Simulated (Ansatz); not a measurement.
Geometry optimisation, RKS PBE/def2-SVPD in Ansatz.

input.yaml

```yaml
crystal:
  periodic: [false, false, false]
  atoms:
    - { symbol: Si, position_ang: [-0.4575, -0.0555, -0.3455] }
    - { symbol: H, position_ang: [0.9593, -0.8154, 0.6223] }
    - { symbol: F, position_ang: [0.039, -1.0408, -1.4981] }
    - { symbol: F, position_ang: [-1.3897, -0.8058, 0.7024] }
    - { symbol: H, position_ang: [-1.3168, 0.8725, -1.0381] }
    - { symbol: H, position_ang: [1.2804, 0.0712, 0.8818] }
    - { symbol: Cl, position_ang: [0.8854, 1.7738, 0.6751] }
basis:
  gaussian: { orbitals: def2-SVPD }
hamiltonian:
  xc: pbe
relax:
  f_tol: 0.15
  max_steps: 25
  restrain:
    - { distance: [0, 6], at: 3.43, k: 30.0 }
    - { distance: [5, 1], at: 1.92, k: 30.0 }
    - { distance: [0, 1], at: 1.42, k: 30.0 }
    - { distance: [5, 6], at: 1.33, k: 30.0 }
```

Command:

```bash
$ ansatz run input.yaml --threads 2 --pin off --max-ram 3072MiB --backend cpu --events-out ev --progress --plain --runs-dir out
```

Problem. Where does it end, and by what steps?

Solution. The forces met the threshold. The restraints hold the end off the free minimum. After 16 steps the energy has fallen by 1.351 eV (the restraints' own energy left out); F3 moved furthest, 0.97 Å. Joined: Si1–H2 (1.88 → 1.45 Å), H6–Cl7 (1.76 → 1.32 Å).

```json
{"step": "0", "energy less start (eV)": "0.0000", "largest force component (eV/Å)": "1.870", "accepted": "yes"}
{"step": "1", "energy less start (eV)": "0.5097", "largest force component (eV/Å)": "2.584", "accepted": "yes"}
{"step": "2", "energy less start (eV)": "0.3144", "largest force component (eV/Å)": "3.941", "accepted": "yes"}
{"step": "3", "energy less start (eV)": "-0.2471", "largest force component (eV/Å)": "3.224", "accepted": "yes"}
{"step": "4", "energy less start (eV)": "-0.6531", "largest force component (eV/Å)": "1.862", "accepted": "yes"}
{"step": "5", "energy less start (eV)": "-0.9922", "largest force component (eV/Å)": "1.041", "accepted": "yes"}
{"step": "6", "energy less start (eV)": "-1.2729", "largest force component (eV/Å)": "1.064", "accepted": "yes"}
{"step": "7", "energy less start (eV)": "-1.3136", "largest force component (eV/Å)": "0.866", "accepted": "yes"}
{"step": "8", "energy less start (eV)": "-1.3203", "largest force component (eV/Å)": "0.833", "accepted": "yes"}
{"step": "9", "energy less start (eV)": "-1.3314", "largest force component (eV/Å)": "0.975", "accepted": "no"}
{"step": "10", "energy less start (eV)": "-1.3213", "largest force component (eV/Å)": "0.850", "accepted": "yes"}
{"step": "11", "energy less start (eV)": "-1.3283", "largest force component (eV/Å)": "0.925", "accepted": "yes"}
{"step": "12", "energy less start (eV)": "-1.3410", "largest force component (eV/Å)": "1.057", "accepted": "yes"}
{"step": "13", "energy less start (eV)": "-1.3473", "largest force component (eV/Å)": "0.960", "accepted": "yes"}
{"step": "14", "energy less start (eV)": "-1.3494", "largest force component (eV/Å)": "0.880", "accepted": "yes"}
{"step": "15", "energy less start (eV)": "-1.3337", "largest force component (eV/Å)": "0.954", "accepted": "no"}
{"step": "16", "energy less start (eV)": "-1.3512", "largest force component (eV/Å)": "0.917", "accepted": "yes"}
```

```xyz
7
Properties=species:S:1:pos:R:3
Si -0.444 -0.483 -0.523
H 0.914 -0.612 -0.028
F -0.671 -1.690 -1.618
F -1.466 -0.760 0.733
H -0.797 0.807 -1.173
H 1.512 0.793 1.147
Cl 0.951 1.946 1.461
```

Time of the run: 22 s on 2 threads of Intel(R) Xeon(R) Platinum 8488C (Sapphire Rapids), with other jobs on the host, peak memory 0.17 GiB.
